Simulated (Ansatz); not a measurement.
# InH2F (SMILES [H][In]([H])[F]): methods side by side

InH2F: 4 atoms, total charge 0, spin state singlet. As SMILES, `[H][In]([H])[F]`. Geometry: a GFN2-xTB relaxation, a rough one for these elements and not checked as a minimum.

```xyz
4

In    0.0692    0.1173   -0.0002
H     1.7512   -0.0738    0.0136
H    -0.8914    1.5093   -0.0189
F    -0.9289   -1.5529    0.0055
```

Each level gives the vertical ionisation energy (to the doublet cation) (eV). The values are calculated.

```tsv
level	kind	program	value (eV)	less FCI/STO-3G	CPU time (all runs)
HF/STO-3G	Hartree–Fock	Ansatz	5.63	-0.61	1.3 s
revPBE/STO-3G	GGA	Ansatz	6.71	+0.47	4.2 s
BHLYP/STO-3G	global hybrid	Ansatz	7.22	+0.98	5 s
B2PLYP/STO-3G	double hybrid	Ansatz	7.08	+0.84	6.1 s
RPA@PBE/STO-3G	RPA	Ansatz	5.98	-0.26	6.4 s
BCCD(T)/STO-3G	coupled cluster or CI	Ansatz	6.23	-0.01	1.7 s
CCSD(T)/STO-3G	coupled cluster or CI	Ansatz	6.24	0.00	1.6 s
CCSD/STO-3G	coupled cluster or CI	Ansatz	6.13	-0.11	1.6 s
FCI/STO-3G	exact in the basis	Ansatz	6.24	0.00	46 s
```

FCI/STO-3G is exact within its basis and frozen core, so for wave-function methods in that basis the difference is their error; functionals converge differently with the basis, so for them it is only a difference. All-electron rows without a relativistic Hamiltonian named are non-relativistic. Spin-orbit coupling, which can split open shells on such heavy atoms by tenths of an eV, is left out. The values span 5.63 to 7.22 eV. All rows use very small basis sets, so even the best lies far from the true value. In the correlated wave-function rows the outer d shell of In is correlated, in sets not made for it. CPU times are rough (shared hosts, several kinds of processor): they show what a rung costs within a factor of a few.
